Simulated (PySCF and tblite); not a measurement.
C₄H₄FNO, numbered as in [N:1]#[C:2][C@H:3]1[CH2:4][C@H:5]([F:6])[O:7]1.

Free energies: PBE0-D3(BJ)/pcSseg-1 on GFN2-xTB structures plus GFN2-xTB thermal terms, symmetry and mirror images included. Conformers within 2.5 kcal/mol (GFN2-xTB free energy) were kept, 6 at most. Couplings: B3LYP/6-31G* with pcJ-1 on H, F (gas phase; spin-dipole term only for pairs with B, N, F, Si or P). Couplings are for ¹⁹F, ¹H. H–H couplings come out 0.1 to 0.9 Hz lower than with pcJ-1 on all atoms. Of two unlike H on one atom, a is the less shielded (PBE0/pcSseg-1). Run with PySCF (density fitting) and tblite.

The 4-ring runs over atoms 3–4–5–7.

```tsv
conformer	shape	weight %
1	4-ring flat	100.0
```

(1) Give the couplings in each conformer and the averages at 298.15 K (pairs that fast motion interchanges averaged).

Computed couplings to fluorine can be off by tens of per cent at such levels.

## Answers

(1) 
```csv
coupling,pairs,1,average (Hz)
"³J(H4b,F6)",1,18.1,18.1
"³J(H4a,F6)",1,18.3,18.3
"²J(H5,F6)",1,78.7,78.7
"³J(H3,H4b)",1,5.7,5.7
"³J(H3,H4a)",1,9.0,9.0
"²J(H4b,H4a)",1,-13.9,-13.9
"³J(H4b,H5)",1,5.3,5.3
"³J(H4a,H5)",1,2.0,2.0
```
